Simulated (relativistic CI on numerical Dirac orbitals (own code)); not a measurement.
**Magnetism of Cr2+, 3d4, in a crystal field**

Calculated by Dirac-Coulomb-Breit CI, KLI orbitals optimised for each configuration, model QED (radiative potential, 1s self-energy scaled to tabulated hydrogen-like ionisation energies), valence Slater integrals scaled by 0.75, one configuration in a parametric crystal field (own radial code).

Field parameters in Wybourne normalisation: D3d B²₀ = −7Dσ, B⁴₀ = −14Dq − 21Dτ, B⁴₃ = −14√(10/7) Dq. The field is a parameter set, without covalency.

S is read from ⟨S²⟩ = S(S + 1).

Powder χT (cm³ K mol⁻¹) by Van Vleck's formula, with temperature-independent terms:

| Field | 2 K | 5 K | 10 K | 20 K | 50 K | 100 K | 200 K | 300 K |
| --- | --- | --- | --- | --- | --- | --- | --- | --- |
| D3d, 10Dq = 18650, Dσ = -1200, Dτ = 110 cm⁻¹ | 0.207 | 0.512 | 0.913 | 1.27 | 1.55 | 1.63 | 1.57 | 1.52 |
| D3d, 10Dq = 18650, Dσ = 1200, Dτ = 110 cm⁻¹ | 0.421 | 0.822 | 0.976 | 1.02 | 1.04 | 1.05 | 1.08 | 1.11 |
| D3d, 10Dq = 18650, Dσ = 980, Dτ = 110 cm⁻¹ | 0.375 | 0.781 | 0.967 | 1.02 | 1.05 | 1.06 | 1.09 | 1.12 |
| D3d, 10Dq = 18650, Dσ = 760, Dτ = 110 cm⁻¹ | 0.329 | 0.729 | 0.954 | 1.03 | 1.06 | 1.08 | 1.11 | 1.14 |
| D3d, 10Dq = 18650, Dσ = 550, Dτ = 110 cm⁻¹ | 0.284 | 0.662 | 0.933 | 1.04 | 1.07 | 1.09 | 1.13 | 1.17 |
| D3d, 10Dq = 18650, Dσ = 330, Dτ = 110 cm⁻¹ | 0.232 | 0.566 | 0.887 | 1.04 | 1.1 | 1.13 | 1.17 | 1.21 |
| D3d, 10Dq = 18650, Dσ = 110, Dτ = 110 cm⁻¹ | 0.172 | 0.43 | 0.776 | 1.04 | 1.15 | 1.18 | 1.24 | 1.29 |
| D3d, 10Dq = 18650, Dσ = -110, Dτ = 110 cm⁻¹ | 0.102 | 0.256 | 0.509 | 0.904 | 1.23 | 1.32 | 1.41 | 1.47 |

Problem. For D3d, 10Dq = 18650, Dσ = 330, Dτ = 110 cm⁻¹: what effective moment follows at 300 K?

Solution. μ_eff = √(8χT) = 3.11 μB. The ground level has S = 1.01; the spin-only moment for S = 1 is 2.83 μB. The difference comes from the orbital moment, spin-orbit mixing of terms and temperature-independent paramagnetism, all larger in this ionic model than in covalent complexes.
